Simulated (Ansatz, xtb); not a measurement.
**Relative energy of two isomers of C8H5NO**

Structure I is `C#Cc1ccncc1C=O`, a singlet and structure II is `C#Cc1ccc(C=O)nc1`, a singlet. Both are isolated molecules in the gas phase, relaxed with B3LYP/def2-SVP; the shapes shown needn't be the lowest conformers.

I (Å):

```xyz
15

C    -2.6478   -1.6478    0.4611
C    -1.5879   -1.0616    0.3816
C    -0.3314   -0.3750    0.3348
C     0.4119   -0.1849    1.5148
C     1.6327    0.4864    1.4456
C     1.4560    0.7940   -0.8063
C     0.2156    0.1354   -0.8675
C    -0.4720   -0.0008   -2.1796
N     2.1546    0.9708    0.3121
O    -0.0249    0.4272   -3.2193
H    -3.5870   -2.1659    0.5251
H     0.0354   -0.5585    2.4684
H     2.2201    0.6401    2.3585
H     1.8772    1.1879   -1.7375
H    -1.4518   -0.5361   -2.1478
```

II (Å):

```xyz
15

C    -4.0878   -1.9520   -1.0143
C    -2.9154   -1.6385   -1.0458
C    -1.5343   -1.2755   -1.0862
C    -1.0608   -0.0906   -0.4868
C     0.2951    0.2051   -0.5613
C     1.1409   -0.6903   -1.2322
C     2.6062   -0.4176   -1.3399
C    -0.5890   -2.1047   -1.7367
N     0.7044   -1.8203   -1.8065
O     3.1478    0.5571   -0.8746
H    -5.1251   -2.2297   -0.9863
H    -1.7585    0.5757    0.0248
H     0.7217    1.1066   -0.1174
H     3.1618   -1.2105   -1.8992
H    -0.9262   -3.0324   -2.2119
```

Task: Which of the two would you expect CCSD(T)/def2-SVP + ΔMP2/def2-TZVPP electronic energies to favour?

Result: Structure II; the calculation gives E(II) − E(I) = −10.3 kJ/mol.

Level by level:

```json
{"level": "GFN2-xTB", "geometry": "GFN2-xTB", "E(II) − E(I) (kJ/mol)": "−0.6", "departure from the last row (kJ/mol)": "+9.6", "job, with rough time for the two": "optimisation, 0.26 s"}
{"level": "HF/STO-3G", "geometry": "GFN2-xTB", "E(II) − E(I) (kJ/mol)": "−8.8", "departure from the last row (kJ/mol)": "+1.4", "job, with rough time for the two": "single point, 1.6 s"}
{"level": "r2SCAN-D4/def2-SVP", "geometry": "GFN2-xTB", "E(II) − E(I) (kJ/mol)": "−11.9", "departure from the last row (kJ/mol)": "−1.7", "job, with rough time for the two": "single point, 7.2 s"}
{"level": "B3LYP/def2-SVP", "geometry": "B3LYP/def2-SVP", "E(II) − E(I) (kJ/mol)": "−13.4", "departure from the last row (kJ/mol)": "−3.1", "job, with rough time for the two": "optimisation, 1.9 min"}
{"level": "HF/def2-SVP", "geometry": "B3LYP/def2-SVP", "E(II) − E(I) (kJ/mol)": "−14.0", "departure from the last row (kJ/mol)": "−3.7", "job, with rough time for the two": "part of the CCSD(T) run"}
{"level": "MP2/def2-SVP", "geometry": "B3LYP/def2-SVP", "E(II) − E(I) (kJ/mol)": "−13.4", "departure from the last row (kJ/mol)": "−3.1", "job, with rough time for the two": "part of the CCSD(T) run"}
{"level": "CCSD(T)/def2-SVP", "geometry": "B3LYP/def2-SVP", "E(II) − E(I) (kJ/mol)": "−11.5", "departure from the last row (kJ/mol)": "−1.2", "job, with rough time for the two": "single point"}
{"level": "CCSD(T)/def2-SVP + ΔMP2/def2-TZVPP", "geometry": "B3LYP/def2-SVP", "E(II) − E(I) (kJ/mol)": "−10.3", "departure from the last row (kJ/mol)": "", "job, with rough time for the two": "single point, 4.8 min"}
```

As drawn, both hold the same kinds of bond in the same numbers.

GFN2-xTB finds them nearly level. The largest departure from CCSD(T)/def2-SVP + ΔMP2/def2-TZVPP is that of GFN2-xTB, 9.6 kJ/mol. The last row adds to CCSD(T) the change of the MP2 difference between the two basis sets, here +1.2 kJ/mol.

With thermal terms from frequencies at re-optimised GFN2-xTB minima (ideal gas, soft modes damped towards free rotors, one conformer each, 298.15 K, 1 atm): on the last row, ΔE + ΔZPE = −10.3, ΔH = −10.4, ΔG = −9.9 kJ/mol.

The correlated steps freeze 10 core orbitals. Run with Ansatz 0.2.0, xtb 6.7.1; the last row on 2 threads of Intel(R) Xeon(R) Processor @ 2.70GHz on a shared host.
